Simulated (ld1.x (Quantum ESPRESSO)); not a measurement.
## u(r) = r·R(r): atom against pseudo-atom (N (Z = 7))

Columns: radius, all-electron u(r) and pseudo u(r) of the 2s shell (level -49.24 eV) of nitrogen in the configuration [He] 2s2 2p1; PW91, scalar-relativistic, TM scheme, ld1.x (Quantum ESPRESSO) 7.5.

| r (bohr) | all-electron | pseudo |
| --- | --- | --- |
| 0.055 | 0.3375 | -0.0456 |
| 0.110 | 0.4354 | -0.0926 |
| 0.165 | 0.3947 | -0.1422 |
| 0.220 | 0.2780 | -0.1958 |
| 0.275 | 0.1244 | -0.2546 |
| 0.330 | -0.0416 | -0.3198 |
| 0.385 | -0.2050 | -0.3919 |
| 0.440 | -0.3572 | -0.4704 |
| 0.495 | -0.4934 | -0.5537 |
| 0.550 | -0.6115 | -0.6385 |
| 0.605 | -0.7111 | -0.7205 |
| 0.660 | -0.7924 | -0.7945 |
| 0.715 | -0.8562 | -0.8564 |
| 0.770 | -0.9038 | -0.9038 |
| 0.825 | -0.9368 | -0.9368 |
| 0.880 | -0.9567 | -0.9567 |
| 0.935 | -0.9654 | -0.9654 |
| 0.990 | -0.9643 | -0.9643 |
| 1.045 | -0.9549 | -0.9549 |
| 1.100 | -0.9388 | -0.9388 |
| 1.155 | -0.9170 | -0.9170 |
| 1.210 | -0.8908 | -0.8908 |
| 1.265 | -0.8611 | -0.8611 |
| 1.320 | -0.8288 | -0.8288 |
| 1.375 | -0.7947 | -0.7947 |
| 1.430 | -0.7592 | -0.7592 |

Task: How many radial nodes do the two functions have?

Result: The all-electron 2s function has n − l − 1 = 1; the pseudo-wave has 0, since the states of the same l below it are removed with the core.

Task: At about which radius was the pseudo-wave matched?

Result: 0.80 bohr. The columns agree to 0.0005 from 0.71 bohr on; several derivatives are matched, so the curves merge somewhat inside the radius.

Task: Where does each function peak?

Result: Outermost all-electron maximum near 0.94 bohr, pseudo maximum near 0.94 bohr (to the table’s step).

Task: Is the pseudo-wave norm-conserving?

Result: Yes: the TM scheme keeps the norm inside the radius equal to the all-electron one, which fixes the energy derivative of the logarithmic derivative at the level.
